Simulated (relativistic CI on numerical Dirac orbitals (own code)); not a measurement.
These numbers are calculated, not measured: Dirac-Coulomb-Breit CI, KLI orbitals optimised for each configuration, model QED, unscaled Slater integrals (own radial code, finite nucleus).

The strongest absorption lines from the ground level of an ion, among the configurations computed and to levels below about 7280 eV (vacuum wavelength in Å, gf): 1.9424 (0.5), 1.9891 (1.3), 1.9894 (1.1), 1.9902 (1.4), 1.9963 (0.88), 1.9997 (1.3), 2.1494 (4.2), 2.1544 (1.4).

(1) Which ion is it?
A. Ho⁵⁹⁺
B. Pr⁵¹⁺
C. Sb⁴³⁺
D. Eu⁵⁵⁺

Results:

(1) B. Pr⁵¹⁺ has 8 electrons and the ground level 2s2 2p4 3P_2; the strongest line goes to 2s2 2p3 3d 3D°_3. The pattern of lines fixes the number of electrons, and along that sequence the line energies rise steadily with the charge (about as its square where n changes within one kind of shell, about linearly where n is kept but much faster in heavy ions where fine structure, which grows about as Z⁴, sets the gap, and irregularly where shells cross), which fixes Z. Configurations outside the model, such as inner-shell arrays, can give stronger lines. At this charge energies of transitions that change n are usually good to better than 1 %, and those within a shell (Δn = 0) to a few per cent.

LS names give the leading component of a level, which can be under half, so a name can repeat, a term be missing and a line seem to break the LS rules.
